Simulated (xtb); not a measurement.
xtb input:

```bash
xtb mol.xyz --gfn 2 --ohess tight --chrg 0 --uhf 0
```
mol.xyz:
```
5

O     -1.76696819    -0.90798230     0.13050200
B     -0.62243358    -0.28011301     0.01783231
Br    -0.37425343     1.62378605     0.16517342
Br     0.94745757    -1.41760155    -0.18388501
H     -2.50121500    -0.22670512     0.26046402
```

Problem. Which total energy does the run end on?

Solution. -14.08761 Eh (GFN2-xTB).
